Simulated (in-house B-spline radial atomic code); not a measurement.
The numbers below are computed, except where a source is named.
Making a Troullier-Martins d channel for Ag, r_c = 1.03 bohr

Ag, [Kr] 4d10 5s1, non-relativistic LDA (VWN5), spherical and spin-unpolarised, from a B-spline radial code for spherical atoms (atomic units). The all-electron 4d level is ε = -0.298707 hartree, its outermost node lies just inside 0.44 bohr and its outer maximum at 1.03 bohr.

Inside r_c the pseudo-orbital is u(r) = r^3 exp(p(r)), with p = c0 + c2 r² + c4 r⁴ + … + c12 r¹². The seven coefficients follow from p and its first four derivatives at r_c, from zero curvature of the screened potential at the origin, c4 = −c2²/(2l + 5), and from the norm inside r_c. At r_c the all-electron orbital has P = 0.8985826, P' = -0.001639045, the screened potential V = -4.621775, V' = 11.59967, V'' = -36.7286, and the norm inside is Q = 0.3168459.

(1) What are p, p' and p'' at r_c?

For a trial c2 the five matching conditions are linear in c0, c6, c8, c10 and c12, and c2 is varied until the norm inside r_c equals Q. The root nearest zero gives:

```json
{"n": "0", "c_n": "1.787114"}
{"n": "2", "c_n": "-2.267158"}
{"n": "4", "c_n": "-0.5711118"}
{"n": "6", "c_n": "2.861547"}
{"n": "8", "c_n": "-3.334494"}
{"n": "10", "c_n": "1.785415"}
{"n": "12", "c_n": "-0.3695959"}
```

(2) Check c4 and p(r_c), and find the screened pseudopotential at the origin.

Orbitals and screened potentials:

| r (bohr) | P | u | V all-electron | V pseudo |
| --- | --- | --- | --- | --- |
| 0.103 | -0.2261 | 0.00637 | -300.5 | -16.16 |
| 0.258 | -0.433 | 0.08804 | -75.94 | -15.77 |
| 0.412 | -0.05652 | 0.2828 | -33.35 | -14.18 |
| 0.567 | 0.3987 | 0.5285 | -18.03 | -11.33 |
| 0.721 | 0.7076 | 0.7348 | -10.88 | -8.458 |
| 0.876 | 0.8596 | 0.861 | -6.937 | -6.422 |
| 1.03 | 0.8986 | 0.8986 | -4.622 | -4.622 |

Logarithmic derivatives P'/P at R = 1.33 bohr, for energies E around ε:

```json
{"E − ε (hartree)": "-0.5", "all-electron": "0.160386", "pseudo": "0.159607"}
{"E − ε (hartree)": "-0.25", "all-electron": "-0.159514", "pseudo": "-0.159756"}
{"E − ε (hartree)": "-0.1", "all-electron": "-0.376388", "pseudo": "-0.376433"}
{"E − ε (hartree)": "0", "all-electron": "-0.533544", "pseudo": "-0.533544"}
{"E − ε (hartree)": "0.1", "all-electron": "-0.70231", "pseudo": "-0.702364"}
{"E − ε (hartree)": "0.25", "all-electron": "-0.980829", "pseudo": "-0.981231"}
{"E − ε (hartree)": "0.5", "all-electron": "-1.53091", "pseudo": "-1.53307"}
```

(3) With P(R) = 0.817191 and a norm of 0.5433076 inside R, what slope in energy does norm conservation fix?

Answers

(1) p = ln(P/r_c^3) = ln(0.8985826/1.09273) = -0.19561. p' = P'/P − 3/r_c = -0.00182 − 2.91262 = -2.91445. The radial equation gives p'' = 2(V − ε) − 2(3) p'/r_c − p'² = -8.64614 − (-16.97735) − 8.49399 = -0.16278. Differentiating, p''' = 2V' + 2(3)p'/r_c² − 2(3)p''/r_c − 2p'p'' = 6.7159, and p'''' = 2V'' − 4(3)p'/r_c³ + 4(3)p''/r_c² − 2(3)p'''/r_c − 2p''² − 2p'p''' = -43.321.

(2) −c2²/9 = -0.571112, as listed. The terms c_n r_c^n are 1.78711, -2.40523, -0.64279, 3.41684, -4.22404, 2.39945, -0.52696, which sum to -0.19561. Inverting the radial equation, V_l(r) = ε + 3 p'/r + (p'' + p'²)/2, so V_l(0) = ε + (2l + 3) c2 = -0.298707 + 7 × (-2.26716) = -16.1688 hartree, finite where the all-electron potential diverges.

(3) d(P'/P)/dE = −2 × (norm inside R)/P(R)² = -1.6272 per hartree·bohr at E = ε, for both atoms, since orbital and norm agree at R. Differences over ±0.1 hartree give -1.6296 (all-electron) and -1.6297 (pseudo), which also hold third-order terms. Half a hartree below ε the two curves differ by -0.0008.
